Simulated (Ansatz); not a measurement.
Reaction (cleavage of the Si–Si bond): `[SiH3][SiH]1[CH2][GeH2]1` + H₂S → `S[SiH]1[CH2][GeH2]1` + SiH₄

Isolated molecules relaxed with PBE0-D4/def2-TZVP in Ansatz; ΔE leaves out vibrations. CCSD(T)/CBS is the MP2 limit (def2-TZVPP, def2-QZVPP) plus CCSD(T) − MP2 in def2-TZVPP, frozen cores. This one scheme is used for every species. DFT in def2-TZVPP. For Ge outer-core shells are correlated without core-valence functions, which leaves a few kJ/mol of doubt a bond. Scalar relativity is left out up to krypton. Each species was taken in one conformer, which may not be the lowest.

`[SiH3][SiH]1[CH2][GeH2]1`:

Z-matrix (Å, degrees):
```
Si
Si 1 2.322
H 1 1.488 2 107.7
H 1 1.489 2 112.0 3 -119.4
H 1 1.487 2 110.6 3 119.2
C 2 1.893 1 117.2 3 38.2
Ge 2 2.305 1 119.4 3 -25.9
H 2 1.485 1 116.7 3 -179.2
H 6 1.087 2 117.2 1 140.9
H 6 1.087 2 118.0 1 2.5
H 7 1.529 2 122.3 1 -158.0
H 7 1.529 2 121.7 1 6.4
```

H₂S:

```xyz
3

S     0.045   -0.429    0.444
H     0.555   -0.313   -0.791
H    -0.600    0.742    0.346
```

`S[SiH]1[CH2][GeH2]1`:

Z-matrix (Å, degrees):
```
Si
C 1 1.870
Ge 1 2.297 2 56.7
S 1 2.129 2 113.2 3 113.1
H 1 1.484 2 116.7 3 -111.0
H 2 1.087 1 118.0 3 110.8
H 2 1.087 1 118.1 3 -109.5
H 3 1.528 1 121.9 2 96.4
H 3 1.530 1 122.7 2 -96.3
H 4 1.344 1 95.1 2 -151.2
```

SiH₄:

Z-matrix (Å, degrees):
```
Si
H 1 1.485
H 1 1.485 2 109.5
H 1 1.485 2 109.5 3 -120.0
H 1 1.485 2 109.5 3 120.0
```

Task: Is it downhill or uphill in electronic energy at CCSD(T)/CBS, and by how much? (Estimate.)

Result: Ansatz gave: Downhill: ΔE = -44.8 kJ/mol.

Task: What do these levels give: PBE-D4, B2PLYP, PBE0, MP2/def2-TZVPP, HF/def2-QZVPP, MP2/CBS(def2)? (Best estimate.)

Result: Computed: PBE-D4 -38.2, B2PLYP -48.8, PBE0 -40.9, MP2/def2-TZVPP -51.3, HF/def2-QZVPP -54.9, MP2/CBS(def2) -52.8 kJ/mol.

Largest T1 diagnostic among the species: 0.013.

In def2-TZVPP, CCSD(T) changes the Hartree–Fock value by +11.4 kJ/mol (the triples alone add +0.5 kJ/mol) and MP2 by +3.4 kJ/mol.
